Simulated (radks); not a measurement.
Question: Radial electron density D(r) = 4 pi r^2 rho(r) of an atom or ion with 28 electrons. All-electron calculation, Dirac Kohn-Sham, PBE, spin-unpolarised, spherical densities, point nucleus. Program: a radial shooting solver on a logarithmic mesh with Libxc functionals.

| r (bohr) | D(r) (e/bohr) |
|---|---|
| 0.002797 | 5.894 |
| 0.0035 | 8.469 |
| 0.004378 | 11.98 |
| 0.005477 | 16.62 |
| 0.006853 | 22.52 |
| 0.008573 | 29.60 |
| 0.01073 | 37.49 |
| 0.01342 | 45.37 |
| 0.01679 | 51.95 |
| 0.021 | 55.76 |
| 0.02628 | 55.81 |
| 0.03287 | 52.55 |
| 0.04113 | 48.59 |
| 0.05145 | 47.97 |
| 0.06437 | 53.40 |
| 0.08053 | 62.83 |
| 0.1007 | 68.97 |
| 0.126 | 65.04 |
| 0.1577 | 53.14 |
| 0.1973 | 44.46 |
| 0.2468 | 46.57 |
| 0.3088 | 52.12 |
| 0.3863 | 47.52 |
| 0.4833 | 31.10 |
| 0.6046 | 13.74 |
| 0.7564 | 3.862 |
| 0.9464 | 0.6390 |
| 1.184 | 0.05543 |

What is the nuclear charge?

Answer: Z = 44. The innermost maximum, from 1s, lies near gamma/Z bohr with gamma = sqrt(1 - (Z/c)^2) = 0.947, here 0.0215 bohr (found: 0.0235), and its height grows with Z. The density is that of the ruthenium ion Ru16+ in [Ar] 3d10; the configuration itself is not fixed sharply by these data, and Z only to a few units. D(r) has 3 maxima, at r = 0.0235, 0.104, 0.321 bohr, and minima at 0.0475, 0.210 bohr, inside which lie 2.06, 11.25 electrons.
